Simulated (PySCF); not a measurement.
CI2, SMILES [C](I)I (connectivity only; charge and spin as stated), neutral, multiplicity 1.

Geometry: B3LYP-D3(BJ)/def2-TZVP. The def2 effective core potentials stand for the cores of I; spin–orbit coupling is left out.

Level of theory: TDDFT-LC-ωPBE/def2-SVPD run with PySCF.

Vertical excitations. Gas-phase values at a fixed geometry. State labels are in the subgroup C2v.

```
state  symmetry  energy (eV)  λ (nm)      f                                                  main pairs
-----  --------  -----------  ------  -----  ----------------------------------------------------------
S1           B1         1.35     917  0.000                                             HOMO→LUMO 100 %
S2           A2         2.95     420  0.000                                            HOMO−1→LUMO 99 %
S3           A1         3.80     326  0.007                                            HOMO→LUMO+1 85 %
S4           B2         3.82     324  0.086                                            HOMO−2→LUMO 92 %
S5           B2         4.65     267  0.001                        HOMO−1→LUMO+1 73 %, HOMO→LUMO+2 12 %
S6           B1         4.75     261  0.001                                            HOMO−4→LUMO 96 %
S7           A2         5.05     246  0.000                                          HOMO−2→LUMO+1 90 %
S8           A1         5.26     236  0.018                                            HOMO−3→LUMO 76 %
S9           A2         5.40     229  0.000                                            HOMO−5→LUMO 98 %
S10          B1         6.00     207  0.002  HOMO−3→LUMO+1 58 %, HOMO−2→LUMO+2 22 %, HOMO−2→LUMO+4 12 %
T1           B1         0.23    5296      0                                              HOMO→LUMO 88 %
T2           A2         2.77     448      0                                            HOMO−1→LUMO 98 %
T3           B2         2.94     422      0                                            HOMO−2→LUMO 99 %
T4           A1         3.02     410      0                                            HOMO→LUMO+1 89 %
```
Triplets are in the Tamm–Dancoff approximation, which puts them higher than full response would, so one can lie above its singlet here.
